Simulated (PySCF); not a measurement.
# Stretching CaI

Set-up: PySCF, spin-free X2C with a Gaussian nucleus, basis sets Ca x2c-TZVPall, I x2c-TZVPall. Energies in eV from Ca + I in their ground configurations at the same level. State: ²Σ⁺ (doublet), unpaired electrons σ ↑.

All columns are PBE0. A positive dipole means Ca(−)I(+).

| R (Å) | E (eV) | μ (D) | Mulliken charge on Ca (basis-dependent) | HOMO (eV) | LUMO (eV) | Mayer bond order | ⟨S²⟩ |
| --- | --- | --- | --- | --- | --- | --- | --- |
| 2.438 | -2.455 | -2.67 | 0.50 | -4.15 | -2.01 | 0.96 | 0.75 |
| 2.551 | -2.890 | -3.03 | 0.52 | -4.26 | -2.10 | 0.93 | 0.75 |
| 2.665 | -3.125 | -3.47 | 0.53 | -4.38 | -2.20 | 0.90 | 0.75 |
| 2.750 | -3.207 | -3.83 | 0.53 | -4.47 | -2.27 | 0.89 | 0.75 |
| 2.835 | -3.228 | -4.22 | 0.53 | -4.55 | -2.35 | 0.88 | 0.75 |
| 2.920 | -3.204 | -4.63 | 0.53 | -4.64 | -2.44 | 0.87 | 0.75 |
| 3.034 | -3.121 | -5.20 | 0.53 | -4.75 | -2.55 | 0.87 | 0.75 |
| 3.175 | -2.963 | -5.93 | 0.53 | -4.89 | -2.69 | 0.86 | 0.75 |
| 3.345 | -2.728 | -6.82 | 0.53 | -5.04 | -2.87 | 0.84 | 0.75 |
| 3.572 | -2.386 | -8.01 | 0.54 | -5.22 | -3.10 | 0.81 | 0.75 |

A fit through these points gives, at Re = 2.828 Å, μ = -4.19 D and dμ/dR = -4.67 D/Å; the reduced mass is 30.39 u.

How strong is the fundamental in the double-harmonic approximation, I = 42.26·(dμ/dR)²/μred km/mol?

I = 42.26·(-4.67)²/30.39 = 30.3 km/mol at PBE0.

Spin–orbit coupling is left out, which matters for elements this heavy, above all for dissociation energies. The state is the lowest determinant that a PBE0 search found; another state may lie lower at other levels.
